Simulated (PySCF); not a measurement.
Isomers of C7H10B2, one conformer each; single-point electronic energies without zero-point terms and without any empirical dispersion term.

All values: PBE0/pcSseg-1 (PySCF, non-relativistic), each on one gas-phase PBE0-D3(BJ)/def2-SVP geometry that isn't relaxed in the solvent. The solvent is an IEF-PCM continuum (van der Waals radii × 1.2). The model holds no explicit solvent molecules, cavitation or dispersion.

| isomer | relative energy, gas (kJ/mol) | dipole (D) |
| --- | --- | --- |
| `c1ccc(cc1)C(B)B` | 0.0 | 0.49 |
| `C1=CB(C=CB1)C1CC1` | 38.5 | 1.74 |

How do the relative energies look in benzene (ε = 2.271)?

```json
{"isomer": "`c1ccc(cc1)C(B)B`", "relative energy, solvent (kJ/mol)": "0.0", "E(solvent) − E(gas) (kJ/mol)": "-6.5", "dipole in solvent (D)": "0.59"}
{"isomer": "`C1=CB(C=CB1)C1CC1`", "relative energy, solvent (kJ/mol)": "41.0", "E(solvent) − E(gas) (kJ/mol)": "-4.0", "dipole in solvent (D)": "2.02"}
```

The order is unchanged. Conformers: `[BH2:1][CH:2]([BH2:3])[c:4]1[cH:5][cH:6][cH:7][cH:8][cH:9]1` with H–B1–C2–B3 120° and -60°, B1–C2–B3–H 60° and -119°, B1–C2–C4–C5 -118°; `[BH:1]1[CH:2]=[CH:3][B:4]([CH:5]2[CH2:6][CH2:7]2)[CH:8]=[CH:9]1` with C3–B4–C5–C6 -144°. `c1ccc(cc1)C(B)B` gains most from the continuum, while `C1=CB(C=CB1)C1CC1` has the largest gas-phase dipole. The gains span 2.5 kJ/mol, the gas-phase energies 38.5 kJ/mol.
